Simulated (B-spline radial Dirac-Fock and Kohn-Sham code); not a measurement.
# The K (1s) hole of zinc ions: width and yield against charge

Level of theory: one-electron (LDA, Dirac) transition rates at Dirac-Fock energies; an atomic code on a B-spline grid. Tabulated ground configurations, configuration averages; single configurations, so decays that open only by mixing (as 1s 2s² with 1s 2p² in Be-like ions) are missing and such tiny yields are far too low.

| ion | configuration | radiative (eV) | non-radiative (eV) | yield |
| --- | --- | --- | --- | --- |
| Zn | [Ar] 3d10 4s2 | 0.769 | 0.825 | 0.482 |
| Zn⁺ | [Ar] 3d10 4s1 | 0.769 | 0.824 | 0.483 |
| Zn²⁺ | [Ar] 3d10 | 0.769 | 0.822 | 0.483 |
| Zn³⁺ | [Ar] 3d9 | 0.770 | 0.826 | 0.483 |
| Zn⁴⁺ | [Ar] 3d8 | 0.773 | 0.831 | 0.482 |
| Zn⁵⁺ | [Ar] 3d7 | 0.776 | 0.836 | 0.481 |
| Zn⁶⁺ | [Ar] 3d6 | 0.779 | 0.842 | 0.481 |
| Zn⁷⁺ | [Ar] 3d5 | 0.783 | 0.848 | 0.480 |
| Zn⁸⁺ | [Ar] 3d4 | 0.787 | 0.856 | 0.479 |
| Zn⁹⁺ | [Ar] 3d3 | 0.791 | 0.864 | 0.478 |
| Zn¹⁰⁺ | [Ar] 3d2 | 0.796 | 0.872 | 0.477 |
| Zn¹¹⁺ | [Ar] 3d1 | 0.802 | 0.881 | 0.476 |
| Zn¹²⁺ | [Ne] 3s2 3p6 | 0.807 | 0.890 | 0.476 |
| Zn¹³⁺ | [Ne] 3s2 3p5 | 0.794 | 0.869 | 0.477 |
| Zn¹⁴⁺ | [Ne] 3s2 3p4 | 0.779 | 0.845 | 0.480 |
| Zn¹⁵⁺ | [Ne] 3s2 3p3 | 0.763 | 0.821 | 0.482 |
| Zn¹⁶⁺ | [Ne] 3s2 3p2 | 0.745 | 0.795 | 0.484 |
| Zn¹⁷⁺ | [Ne] 3s2 3p1 | 0.727 | 0.768 | 0.486 |
| Zn¹⁸⁺ | [Ne] 3s2 | 0.707 | 0.740 | 0.488 |
| Zn²⁰⁺ | [He] 2s2 2p6 | 0.713 | 0.694 | 0.507 |
| Zn²¹⁺ | [He] 2s2 2p5 | 0.614 | 0.537 | 0.533 |
| Zn²²⁺ | [He] 2s2 2p4 | 0.507 | 0.395 | 0.562 |
| Zn²³⁺ | [He] 2s2 2p3 | 0.392 | 0.273 | 0.589 |
| Zn²⁴⁺ | [He] 2s2 2p2 | 0.270 | 0.175 | 0.606 |
| Zn²⁵⁺ | [He] 2s2 2p1 | 0.139 | 0.106 | 0.567 |
| Zn²⁶⁺ | [He] 2s2 | 8.52e-07 | 0.0705 | 1.21e-05 |

Values without a named source are computed, but for edge energies of neutral atoms, which are taken from tables.
